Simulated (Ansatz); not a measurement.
`ClB(Cl)Br` + `C#[C][GeH2][F]` → `C#CB(Cl)Cl` + `[F][GeH2][Br]` at 298.15 K and 1 bar (redistribution).

Calculated with Ansatz (gas phase, PBE0-D4/def2-TZVP geometries, no zero-point term in ΔE). CBS: MP2 limit from def2 TZ/QZ plus the TZ coupled-cluster correction, frozen cores. For Br, Ge outer-core shells are correlated without core-valence functions, which leaves a few kJ/mol of doubt a bond. Scalar relativity is left out up to krypton.

| species | CCSD(T)/CBS energy (Eh) | H − E (kJ/mol) | S (J/(mol·K)) |
| --- | --- | --- | --- |
| `ClB(Cl)Br` | -3517.78256 | 33.3 | 310.3 |
| `C#[C][GeH2][F]` | -2253.77838 | 114.3 | 313.0 |
| `C#CB(Cl)Cl` | -1021.08170 | 84.4 | 316.4 |
| `[F][GeH2][Br]` | -4750.49448 | 64.5 | 306.6 |

H − E and S are ideal-gas, rigid-rotor, harmonic terms from PBE0-D4/def2-TZVP. 1 Eh = 2625.50 kJ/mol, R = 8.31446 J/(mol·K).

Q: By hand: ΔE, ΔH, ΔS and ΔG.

A: ΔE = (-1021.08170) + (-4750.49448) − (-3517.78256) − (-2253.77838) = -0.01524 Eh = -40.0 kJ/mol. Δ(H − E) = 84.4 + 64.5 − 33.3 − 114.3 = 1.3, so ΔH = -38.7 kJ/mol. ΔS = 316.4 + 306.6 − 310.3 − 313.0 = -0.3 J/(mol·K). ΔG = -38.7 − 298.15 × (-0.3)/1000 = -38.6 kJ/mol.

Q: By hand: the equilibrium constant, and the temperature at which ΔG would vanish if ΔH and ΔS stayed fixed.

A: log₁₀ K = −ΔG/(RT ln 10) = 6.8. ΔG = 0 at ΔH/ΔS = 129000 K, far beyond where these terms or the molecules hold.

The number of gas molecules stays the same, so ΔS is small and ΔH decides. A doubt of 5 kJ/mol in ΔE shifts log₁₀ K by 0.9 here. These are equilibria of isolated gas molecules and say nothing of rates. Largest T1 diagnostic: 0.013 (customary marks: 0.02 for closed shells, 0.045 for open ones).
